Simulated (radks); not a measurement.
Species: Au37+. Configuration: [Kr] 4d6.

All-electron calculation, non-relativistic Kohn-Sham, TPSS, spin-polarised, spherical densities, point nucleus; open shells are filled with parallel spins first (spin-orbit coupling, left out, can overturn this in heavy ions); meta-GGA in the generalised Kohn-Sham scheme; relativity is left out, which matters for an element this heavy. Program: a radial shooting solver on a logarithmic mesh with Libxc functionals.

Energy parts (eV):
total: -464400.39
kinetic: 464335.23
electron-nucleus: -1034508.17
Hartree: 113344.11
exchange-correlation: -7571.56

Orbitals (lengths in bohr, moments of r in powers of bohr):
orbital,occ.,eigenvalue (eV),<1/r>
1s up,1,-74686.91,78.46
1s down,1,-74686.92,78.46
2s up,1,-13778.64,18.47
2s down,1,-13773.75,18.47
2p up,3,-13302.56,18.50
2p down,3,-13298.94,18.50
3s up,1,-4398.907,7.237
3s down,1,-4397.276,7.242
3p up,3,-4179.730,7.185
3p down,3,-4177.709,7.187
3d up,5,-3776.368,7.099
3d down,5,-3772.427,7.098
4s up,1,-1960.075,3.515
4s down,1,-1948.965,3.506
4p up,3,-1862.718,3.457
4p down,3,-1851.493,3.448
4d up,5,-1688.823,3.346
4d down,1,-1677.388,3.341

The highest occupied level is 4d down at -1677.4 eV. The density falls to 0.001 e/bohr^3 at r = 1.08 bohr. Virial ratio -V/T = 2.00014. For comparison, the ionisation energy in NIST's Atomic Spectra Database is 1702 eV (theoretical). In exact Kohn-Sham theory the highest level is minus the ionisation energy, but local and semilocal functionals leave it too shallow, through self-interaction and a potential that decays too fast; potentials with the right tail come closer. The spin density at the nucleus is -4.557 e/bohr^3 (1s -0.056, 2s -7.598, 3s -4.405, 4s 7.503). The electron density at the nucleus is 3.542e+05 e/bohr^3. Summed over all electrons, <r^2> = 3.263 bohr^2, which gives a Langevin (diamagnetic) susceptibility term of -2.58 x 10^-6 cm^3/mol.
